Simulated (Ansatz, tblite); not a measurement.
Adding an electron: the cluster Ba2O⁺ (the lowest doublet isomer of a short search). The state is a doublet with charge 1. Geometry: PBE0-D4/def2-TZVP. Ansatz, gas phase; energy differences of separate SCF runs; the reduced species is a singlet (the triplet lies 0.07 eV higher at PBE0-D4/def2-TZVP).

```xyz
3

Ba   -0.1071    1.7174   -1.1669
Ba   -0.1933   -1.5496    1.3725
O     0.3004   -0.1678   -0.2056
```

In the def2 sets Ba takes a core potential; there is no spin–orbit coupling. The xTB rows come from tblite. The structure comes from a short search, and lower isomers may exist.

```csv
level,−HOMO (eV),−LUMO (eV),vertical EA (eV),HOMO–LUMO gap (eV),remarks
PBE-D4/def2-TZVP,5.93,5.42,3.97,0.51,"restricted singlet, untested (singlet)"
PBE0-D4/def2-TZVP,6.25,4.76,3.80,1.49,"restricted singlet, untested (singlet)"
```

**Question.** Estimate the rows for GFN1-xTB, GFN2-xTB.

**Answer.** 
```
   level  −HOMO (eV)  −LUMO (eV)  vertical EA (eV)  HOMO–LUMO gap (eV)
GFN1-xTB           –           –              9.86                   –
GFN2-xTB           –           –             11.26                   –
```

Run but left out: r2SCAN-D4/def2-TZVP (neutral singlet: restricted singlet with a triplet 0.02 eV lower at the same geometry).  HOMO and LUMO are the levels of the spin that leaves or enters (xTB has no such levels and no spin-polarisation term). Other spin states of the ions may lie lower, which would lower the ionisation energy or raise the affinity. Raw xTB energy differences between charge states are shifted by several eV; the methods need an empirical correction for them.
